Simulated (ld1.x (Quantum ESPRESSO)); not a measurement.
Ag, TM: configuration errors across variants

* Element: silver
* Generator: ld1.x (Quantum ESPRESSO) 7.5
* Type: norm-conserving Troullier–Martins (Kleinman–Bylander form)
* Functional: PBE
* Relativity: scalar-relativistic
* Frozen core: [Kr]
* Valence charge: 11
* Reference configuration: 4d9.5 5s0 5p0 (charge +1.5)
* Partial waves: 5s (bound, empty): rc 1.90 bohr; 5p (bound, empty): rc 2.20 bohr; 4d (bound): rc 1.55 bohr
* Local potential: all-electron potential smoothed inside 1.75 bohr (lloc = -1)
* Core correction: none

All-electron excitation energies from the reference (eV): (1) 4d10 5s1 5p0 -17.157; (2) 4d10 5s0 5p0 -9.399; (3) 4d9 5s0 5p0 12.715; (4) 4d9 5s1 5p0 -4.005; (5) 4d10 5s0 5p1 -13.291; (6) 4d9 5s2 5p0 -13.080; (7) 4d7 5s0 5p0 100.624.

2 further variants failed, have other tests or another functional or relativity, and are left out.

A true bound ghost makes a file unfit for plane-wave use even where its test errors are small: the radial tests pick states by their node count and pass the ghost by.

Errors AE − PS in meV (a dash: test not solved or not reliable):

```csv
change,(1),(2),(3),(4),(5),(6),(7),bound ghosts
base,+36,-4.0,-10,-17,+27,+8.2,-477,s
"all radii scaled by about 0.83 (s 1.58, p 1.82, d 1.28 bohr); local potential all-electron potential smoothed inside 1.46 bohr (lloc = -1)",+27,-2.6,-8.4,-7.5,-67,+26,-421,"s, p"
local potential the s channel,+27,-24,-35,-32,+1.0,-7.0,-1205,none
wave 4d (bound): rc 1.55 bohr becomes 4d (bound): rc 2.04 bohr,+34,-4.2,-9.6,-8.9,+26,+23,-382,s
wave 5p (bound): rc 2.20 bohr becomes 5p (bound): rc 1.36 bohr,+36,-4.0,-10,-17,+144,+8.2,-477,"p, s"
core correction a·sin(br)/r model core inside 1.26 bohr,-11,-13,-21,-40,+6.3,-68,-863,s
```

Problem. Give the same row for: local potential all-electron potential smoothed inside 1.24 bohr (lloc = -1).

Solution. +47, -2.3, -7.9, -13, +19, +11, -398; bound ghosts: s, p.
